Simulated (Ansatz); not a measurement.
Gas-phase reaction R1 → P1 + 4 P2, each structure at its B3LYP-D3(BJ)/def2-TZVP stationary point, reached from a drawn start (curvature not checked).
P1: C atom, charge 0, multiplicity 3.
P2: H atom, charge 0, multiplicity 2.
R1, CH4 (SMILES C) (charge 0, multiplicity 1, Z-matrix in Å and degrees):
```
C
H 1 1.0892
H 1 1.0892 2 109.47
H 1 1.0892 2 109.47 3 -120.00
H 1 1.0892 2 109.47 3 120.00
```

P less R. No zero-point or thermal terms; singlets are restricted closed shells; open shells are unrestricted; no spin–orbit coupling.

Correlated levels freeze the cores.

Programs: Ansatz (Gaussian basis) for Hartree–Fock, density functionals and correlated methods. All values are computed, each at the level named.

Total energies in hartree:

```csv
structure,PBE/def2-TZVPP,CCSD(T)/cc-pVQZ
P1,-37.795970,-37.786540
P2,-0.499616,-0.499946
R1,-40.464283,-40.450884
```

Question: Work out the reaction energy at each level in kJ/mol (1 hartree = 2625.49964 kJ/mol), and say how far PBE/def2-TZVPP lies from CCSD(T)/cc-pVQZ.

Answer: 
- PBE/def2-TZVPP: 4 × (-0.499616) + (-37.795970) − (-40.464283) = 0.669849 hartree = 1758.7 kJ/mol
- CCSD(T)/cc-pVQZ: 4 × (-0.499946) + (-37.786540) − (-40.450884) = 0.664560 hartree = 1744.8 kJ/mol
PBE/def2-TZVPP less CCSD(T)/cc-pVQZ: 13.9 kJ/mol. CCSD(T)/cc-pVQZ is the level counted from, the highest shown, and no exact or measured value.

Ansatz is a first-principles code.
